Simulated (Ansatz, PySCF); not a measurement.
C₃H₁₃NSi₂, SMILES C[C@@H](N[SiH2]C)[SiH3].

Coordinates come from a B3LYP-D3(BJ)/def2-SVP optimisation. The structure was generated by enumeration; whether it is a known compound was not checked. One conformer was computed; it need not be the lowest.

Vertical ionisation energy (IE) and electron affinity (EA) in eV. Rows of orbital energies are one-electron estimates. Where ΔSCF, EOM or ADC give a negative EA the extra electron is unbound and the value depends on the basis.

```csv
level,IE,EA
"−ε(HOMO), −ε(LUMO), B3LYP/def2-TZVP (PySCF)",6.51,-0.18
"−ε(HOMO), −ε(LUMO), PBE/def2-TZVP (PySCF)",___,___
"ΔSCF, CAM-B3LYP/def2-SVPD (Ansatz), final states of multiplicity 2 and 2",8.70,-1.65
"ΔSCF, PBE/def2-SVPD (Ansatz), final states of multiplicity 2 and 2",8.37,-1.26
```

**Question.** Some entries are withheld; supply them. (The exact figures need the calculation; the answer reports its results.)

**Answer.** 
- −ε(HOMO), −ε(LUMO), PBE/def2-TZVP (PySCF), IE: 5.39
- −ε(HOMO), −ε(LUMO), PBE/def2-TZVP (PySCF), EA: 0.44

**Question.** What vertical singlet–triplet gap does ΔSCF give with CAM-B3LYP/def2-SVPD (Ansatz, a program for electronic structure) and with PBE/def2-SVPD (Ansatz)? (Estimate from the structure and the level; the computed values follow.)

**Answer.** 5.78 and 5.14 eV (triplet above singlet where positive).
